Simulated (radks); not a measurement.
Question: I, 53 electrons, occupied as [Kr] 4d10 5s2 5p4 7p1 (not the ground configuration). Calculated with a radial shooting solver on a logarithmic mesh with Libxc functionals: Dirac Kohn-Sham, PBE, spin-unpolarised, spherical densities, point nucleus; open shells fill j = l - 1/2 first. Some entries of the table are withheld. Estimate them.

orbital,occ.,eigenvalue (eV),<r^2> (bohr^2),r(max) (bohr)
1s1/2,2,-32968.19,0.001005,(1)
2s1/2,2,-5098.123,0.01613,0.09925
2p1/2,2,-4783.550,0.01193,0.07613
2p3/2,4,-4484.812,0.01322,0.08093
3s1/2,2,-1034.843,0.1127,0.2858
3p1/2,2,-904.8290,0.1074,0.2723
3p3/2,4,-848.6104,0.1155,0.2829
3d3/2,4,-619.6432,(2),0.2300
3d5/2,6,-607.8225,(3),0.2330
4s1/2,2,-187.7110,0.6187,0.6809
4p1/2,2,-142.3491,0.6806,0.6988
4p3/2,4,-131.4029,0.7310,0.7231
4d3/2,4,-58.5191,0.9781,0.7734
4d5/2,6,-56.8037,1.003,0.7820
5s1/2,2,-24.0537,4.183,(4)
5p1/2,2,-13.9908,5.864,1.931
5p3/2,2,-12.8581,6.379,2.010
7p1/2,1,-0.7718,284.8,16.30
7p3/2,0,-0.7438,289.4,16.63

Answer: 
(1) 1s1/2 r(max) (bohr): 0.01753
(2) 3d3/2 <r^2> (bohr^2): 0.09722
(3) 3d5/2 <r^2> (bohr^2): 0.09957
(4) 5s1/2 r(max) (bohr): 1.693
